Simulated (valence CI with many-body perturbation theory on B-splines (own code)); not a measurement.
**Which ion has this spectrum?**

A relativistic CI+MBPT calculation for an atom or ion with 14 electrons gives these levels (cm⁻¹):

| J | Parity | E | g |
| --- | --- | --- | --- |
| 0 | even | 0 |  |
| 1 | even | 9301 | 1.50 |
| 2 | even | 18579 | 1.45 |
| 2 | even | 48173 | 1.04 |
| 0 | even | 91711 |  |
| 2 | odd | 214459 | 2.00 |
| 1 | odd | 287208 | 0.53 |
| 2 | odd | 287361 | 1.19 |
| 3 | odd | 290203 | 1.33 |
| 0 | odd | 329019 |  |
| 1 | odd | 329745 | 1.47 |
| 2 | odd | 330380 | 1.46 |
| 2 | odd | 362432 | 1.03 |
| 1 | odd | 415902 | 1.78 |

The energies are calculated, with errors of perhaps 200 cm⁻¹, more in some levels.

Q: Which is it?
A. Fe12+
B. V9+
C. Cr10+
D. Cu15+

A: A. Fe12+, ground level 3s²3p² ³P_0.
